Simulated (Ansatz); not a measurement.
One change: `F[SiH](F)[SeH]` becomes `F[SiH2][SiH](F)F`.

Ansatz, PBE0-D4/def2-TZVP geometries, multiplicity 1. Each molecule was computed in one conformer, which needn't be the lowest.

Scalar relativity is left out up to krypton.

```tsv
property	`F[SiH](F)[SeH]`
zero-point energy (PBE0-D4/def2-TZVP) / kJ/mol	60.8
size of the dipole moment (PBE/def2-TZVPP) / D	0.84
HOMO energy (ωB97M-V/def2-TZVPP) / eV	-9.93
LUMO energy (B3LYP/def2-TZVPP) / eV	-0.66
size of the dipole moment (B3LYP/def2-TZVPP) / D	0.93
HOMO–LUMO gap (B3LYP/def2-TZVPP) / eV	6.84
```

Task: What does the change do to each property? (Estimate.)

Result: Computed: 
| property | `F[SiH2][SiH](F)F` | shift |
| --- | --- | --- |
| zero-point energy (PBE0-D4/def2-TZVP) / kJ/mol | 92.1 | 31.3 |
| size of the dipole moment (PBE/def2-TZVPP) / D | 1.08 | 0.24 |
| HOMO energy (ωB97M-V/def2-TZVPP) / eV | -10.71 | -0.78 |
| LUMO energy (B3LYP/def2-TZVPP) / eV | -1.43 | -0.77 |
| size of the dipole moment (B3LYP/def2-TZVPP) / D | 1.18 | 0.25 |
| HOMO–LUMO gap (B3LYP/def2-TZVPP) / eV | 7.02 | 0.18 |

The zero-point energy changes by 31.3 kJ/mol with +6 modes. Dipoles are sizes alone; their direction can turn.

B3LYP here is the variant with VWN-RPA as its local correlation; programs differ in this.

Spin–orbit coupling is left out; it splits and shifts lone-pair levels of the heavy atoms by tenths of an eV.
